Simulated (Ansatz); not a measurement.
Reactions of BBrH3NS, SMILES `NB(S)Br`.

Isolated molecules relaxed with PBE0-D4/def2-TZVP in Ansatz; ΔE leaves out vibrations. CCSD(T)/CBS adds triple-zeta CCSD(T) − MP2 to the extrapolated MP2 energy (def2 sets, frozen cores). This one scheme is used for every species. def2 core potentials past Kr. For Br, In, Mg, Sn outer-core shells are correlated without core-valence functions, which leaves a few kJ/mol of doubt a bond. Scalar relativity is left out up to krypton. Each species was taken in one conformer, which may not be the lowest.

Problem. Order these by ΔE at CCSD(T)/CBS, lowest first. (Best estimate.)
A. `NB(S)Br` + `N[SiH](N)F` → `NB(N)Br` + `N[SiH](F)S`
B. `NB(S)Br` + `[OH][Mg][O][SiH3]` → `NB(Br)O[SiH3]` + `[OH][Mg][SH]`
C. `NB(S)Br` + `[OH][Sn][O][SiH3]` → `NB(S)O[SiH3]` + `[OH][Sn][Br]`
D. `NB(S)Br` + `[OH][In]([Cl])[Br]` → `NB(Br)Br` + `[OH][In]([SH])[Cl]`
E. `NB(S)Br` + H₂ → `NBS` + HBr

Solution. C (-0.87 eV), B (-0.40 eV), A (-0.25 eV), D (+0.25 eV), E (+0.55 eV).

Largest T1 diagnostic: 0.016, for `[OH][Sn][O][SiH3]`.
